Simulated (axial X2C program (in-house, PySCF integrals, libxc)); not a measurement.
# Pd⁺: configurations by level of theory

Calculated with an axial X2C code built on PySCF integrals, basis dyall-cv3z (cores contracted in-house), spin-free (one-electron X2C) and two-component (2c, atomic mean-field Coulomb and Gaunt terms). Energies in eV from the lowest row of each column (rows without correlated energies are left out; n/a marks j-coupled starts, which PBE0 does not hold); electrons by l are Mulliken totals of the Hartree–Fock solution, and PBE0 can relax to another configuration under the same block occupation. Coupled cluster uses truncated natural virtuals with an MP2 remainder. Frozen shells in the correlated columns: 4 s, 3 p, 1 d.

Spin-free determinants:

| electrons by l | M_S, M_L | HF | MP2 | CCSD(T) | PBE0 |
| --- | --- | --- | --- | --- | --- |
| s8 p18 d19 | 1/2, 0 | 0.00 | 0.00 | 0.00 | 0.00 |
| s8 p18 d19 | 1/2, 1 | 0.09 | 0.05 | 0.05 | 0.05 |
| s8 p18 d19 | 1/2, 2 | 0.09 | 0.06 | 0.07 | 0.15 |

Two-component determinants:

| electrons by l | 2M_J | HF | MP2 | CCSD(T) | PBE0 |
| --- | --- | --- | --- | --- | --- |
| s8 p18 d19 | 1 | 0.00 | 0.00 | 0.00 | 0.02 |
| s8 p18 d19 | 3 | 0.08 | 0.05 | 0.05 | 0.00 |
| s8 p18 d19 | 5 | 0.08 | 0.06 | 0.07 | 0.06 |
| s8 p18 d19 | 1 | 0.45 | 0.43 | 0.43 | n/a |

Ground level as tabulated from the NIST Atomic Spectra Database (leading term): 2S+1 = 2, L = 2, J = 5/2.

Spin-free rows of one term, and 2c rows of one J level, should be degenerate; broken spherical symmetry, the missing current term of PBE0 and determinants that mix terms or J levels spread them. The search is wide but not exhaustive and can miss a configuration; gaps between s and d configurations can be off by some tenths of an eV with this basis and core.

The run took 96 s on 1 thread of Intel(R) Xeon(R) 6975P-C (Granite Rapids), on a shared host.
